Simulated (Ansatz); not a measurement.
Reaction (cleavage of the Ge–Ge bond): `F[CH2][GeH2][GeH3]` + HBr → `F[CH2][GeH2][Br]` + GeH₄

Gas-phase electronic energies from Ansatz, PBE0-D4/def2-TZVP geometries. CBS: MP2 limit from def2 TZ/QZ plus the TZ coupled-cluster correction, frozen cores. DFT in def2-TZVPP. B3LYP here is the variant with VWN-RPA as its local correlation; programs differ in this. For Br, Ge outer-core shells are correlated without core-valence functions, which leaves a few kJ/mol of doubt a bond. Scalar relativity is left out up to krypton. Each species was taken in one conformer, which may not be the lowest.

`F[CH2][GeH2][GeH3]`:

Z-matrix (Å, degrees):
```
C
Ge 1 1.981
F 1 1.387 2 110.0
H 1 1.093 2 110.4 3 -119.5
H 1 1.093 2 111.1 3 119.8
Ge 2 2.421 1 109.5 3 50.7
H 2 1.542 1 107.6 3 171.5
H 2 1.539 1 109.2 3 -70.9
H 6 1.538 2 109.7 1 54.3
H 6 1.535 2 110.5 1 -65.8
H 6 1.537 2 110.3 1 173.8
```

HBr:

```xyz
2

Br   -0.641   -0.237    0.192
H     0.641    0.237   -0.192
```

`F[CH2][GeH2][Br]`:

```xyz
8

F    -0.516   -1.847    0.738
C    -0.368   -0.943   -0.299
Ge    0.323    0.761    0.408
Br    0.509    2.143   -1.438
H    -1.339   -0.788   -0.776
H     0.327   -1.356   -1.034
H     1.722    0.609    1.016
H    -0.657    1.421    1.385
```

GeH₄:

Z-matrix (Å, degrees):
```
Ge
H 1 1.534
H 1 1.534 2 109.5
H 1 1.534 2 109.5 3 -120.0
H 1 1.534 2 109.5 3 120.0
```

```tsv
level	ΔE (kJ/mol)	difference from CCSD(T)/CBS
r2SCAN-D4	-54.4	-2.2
B3LYP-D4	-54.0	-1.8
B2PLYP	-56.9	-4.7
PBE0	-53.1	-0.9
MP2/def2-TZVPP	-55.3	-3.1
CCSD(T)/def2-TZVPP	-51.5	0.7
HF/def2-QZVPP	-77.2	-25.0
MP2/def2-QZVPP	-55.9	-3.7
HF/CBS(def2)	-77.3	-25.1
CCSD/CBS(def2)	-53.7	-1.5
CCSD(T)/CBS	-52.2	0
```

Largest T1 diagnostic among the species: 0.012.

In def2-TZVPP, CCSD(T) changes the Hartree–Fock value by +25.2 kJ/mol (the triples alone add +1.5 kJ/mol) and MP2 by +21.4 kJ/mol. From PBE to PBE0 (25 % exact exchange), in def2-TZVPP and without D4, ΔE moves by −4.2 kJ/mol.
